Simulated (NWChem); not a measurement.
Molecule: CdH2S; SMILES [CdH][SH]

```xyz
4

Cd     0.3996    -0.3723     0.0000
H      0.6606    -2.0206     0.0000
S      0.0680     1.9736     0.0000
H     -1.2900     1.8435     0.0000
```
Atoms are numbered in this order, from 1.

Level: PBE-D3(BJ)/def2-SVP with def2 effective core potentials on Cd (NWChem), optimised geometry, unscaled harmonic frequencies. def2 effective core potentials on Cd; no spin-orbit coupling.

| frequency (cm⁻¹) | IR intensity (km/mol) |
|---|---|
| 339 | 15.0 |
| 403 | 55.5 |
| 418 | 38.5 |
| 616 | 6.4 |
| 1819 | 154.1 |
| 2611 | 2.5 |

```json
{
 "zero_point_energy": "8.9 kcal/mol",
 "thermal correction to the enthalpy at 298.15 K (with zero-point energy)": "11.9 kcal/mol",
 "heat capacity Cv": "11.5 cal/(mol K)",
 "entropy at 298.15 K and 1 atm (symmetry number 1)": "66.5 cal/(mol K)"
}
```

Rigid rotor and harmonic oscillator.
